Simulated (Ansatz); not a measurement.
**Which is lower?**

Two relaxed structures of CH₅GeO (charge +1), singlet (PBE0-D4/def2-TZVP; forces vanish, vibrations not checked).

A:

```
8
angstrom
O -1.3181 -0.1710 -1.0655
C -0.4778 0.4816 -0.3955
Ge 0.8944 -0.4705 0.7327
H -1.9526 0.3611 -1.5884
H -0.5365 1.5766 -0.4613
H 0.5834 0.1020 2.1143
H 0.6164 -1.9511 0.5300
H 2.1908 0.0714 0.1337
```

B:

O1  (-1.217, -0.237, -0.003)
C2  (-0.382, 0.926, -0.390)
Ge3  (0.766, -0.510, 0.127)
H4  (-1.743, -0.590, -0.736)
H5  (-0.465, 1.179, -1.442)
H6  (-0.571, 1.751, 0.289)
H7  (1.164, -1.500, -0.955)
H8  (1.046, -0.745, 1.599)
(Å)

Ansatz 0.2.0; basis: def2-TZVPP; cores frozen in the correlated methods. Filled d shells of the heavier atoms are correlated. The def2 sets are not built for correlating such inner shells, so the correlated values are less sure here. B3LYP uses VWN-RPA correlation.

Q: Which structure is lower at CCSD(T), and by how much? (An estimate is asked for; the value comes from the calculation.)

A: Computed: B, by 10.45 kcal/mol (electronic energy, against the other). By their contacts, A is CH₅GeO ([OH][CH][GeH3]), total charge +1 and B is CH₅GeO ([CH2]1[OH][GeH2]1), total charge +1.

All methods give the same order:

```csv
method,E(B) − E(A) (kcal/mol)
PBE-D4,-11.57
r2SCAN-D4,-11.34
PBE0-D4,-11.89
B3LYP-D4,-9.45
wB97M-V,-11.00
HF,-3.05
MP2,-14.06
CCSD,-9.96
CCSD(T),-10.45
```

T1 diagnostic: at most 0.016.

Labels in which every atom is bracketed show which atoms are joined, not bond orders.

For scale, one of the runs: CCSD(T)/def2-TZVPP, 180 basis functions, launched by `ansatz run in.yaml --threads 2 --pin off --events-out ev --progress --plain --max-ram 4352MiB`. The run took 67 s on 2 CPU threads of an Arm Neoverse V1 (shared host), with 1.8 GiB of host memory at its peak.
